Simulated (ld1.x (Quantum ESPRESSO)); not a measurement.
**An all-electron radial function and its pseudo partner (tellurium)**

Columns: radius, all-electron u(r) and pseudo u(r) of the 5s shell (level -17.23 eV) of tellurium in the configuration [Kr] 4d10 5s2 5p3.75; BP86, scalar-relativistic, TM scheme, ld1.x (Quantum ESPRESSO) 7.5.

```json
{"r (bohr)": "0.110", "all-electron": "-0.1150", "pseudo": "0.0636"}
{"r (bohr)": "0.220", "all-electron": "0.2555", "pseudo": "0.1210"}
{"r (bohr)": "0.330", "all-electron": "0.1118", "pseudo": "0.1672"}
{"r (bohr)": "0.440", "all-electron": "-0.2025", "pseudo": "0.1995"}
{"r (bohr)": "0.550", "all-electron": "-0.3838", "pseudo": "0.2198"}
{"r (bohr)": "0.660", "all-electron": "-0.3831", "pseudo": "0.2341"}
{"r (bohr)": "0.770", "all-electron": "-0.2536", "pseudo": "0.2507"}
{"r (bohr)": "0.880", "all-electron": "-0.0623", "pseudo": "0.2792"}
{"r (bohr)": "0.990", "all-electron": "0.1414", "pseudo": "0.3282"}
{"r (bohr)": "1.100", "all-electron": "0.3285", "pseudo": "0.4038"}
{"r (bohr)": "1.210", "all-electron": "0.4854", "pseudo": "0.5032"}
{"r (bohr)": "1.320", "all-electron": "0.6078", "pseudo": "0.6091"}
{"r (bohr)": "1.430", "all-electron": "0.6967", "pseudo": "0.6967"}
{"r (bohr)": "1.540", "all-electron": "0.7557", "pseudo": "0.7557"}
{"r (bohr)": "1.650", "all-electron": "0.7893", "pseudo": "0.7893"}
{"r (bohr)": "1.760", "all-electron": "0.8021", "pseudo": "0.8021"}
{"r (bohr)": "1.870", "all-electron": "0.7985", "pseudo": "0.7985"}
{"r (bohr)": "1.980", "all-electron": "0.7820", "pseudo": "0.7820"}
{"r (bohr)": "2.090", "all-electron": "0.7561", "pseudo": "0.7561"}
{"r (bohr)": "2.200", "all-electron": "0.7233", "pseudo": "0.7233"}
{"r (bohr)": "2.310", "all-electron": "0.6860", "pseudo": "0.6860"}
{"r (bohr)": "2.420", "all-electron": "0.6458", "pseudo": "0.6458"}
{"r (bohr)": "2.530", "all-electron": "0.6042", "pseudo": "0.6042"}
{"r (bohr)": "2.640", "all-electron": "0.5624", "pseudo": "0.5624"}
{"r (bohr)": "2.750", "all-electron": "0.5210", "pseudo": "0.5210"}
{"r (bohr)": "2.860", "all-electron": "0.4808", "pseudo": "0.4808"}
```

Q: How many radial nodes do the two functions have?

A: The all-electron 5s function has n − l − 1 = 4 (the table is too coarse to show those close to the nucleus); the pseudo-wave has 0, since the states of the same l below it are removed with the core.

Q: At about which radius was the pseudo-wave matched?

A: 1.45 bohr, where the columns begin to agree (steps of 0.11 bohr).

Q: Where does each function peak?

A: Outermost all-electron maximum near 1.76 bohr, pseudo maximum near 1.76 bohr (to the table’s step).

Q: Is the pseudo-wave norm-conserving?

A: Yes: the TM scheme keeps the norm inside the radius equal to the all-electron one, which fixes the energy derivative of the logarithmic derivative at the level.
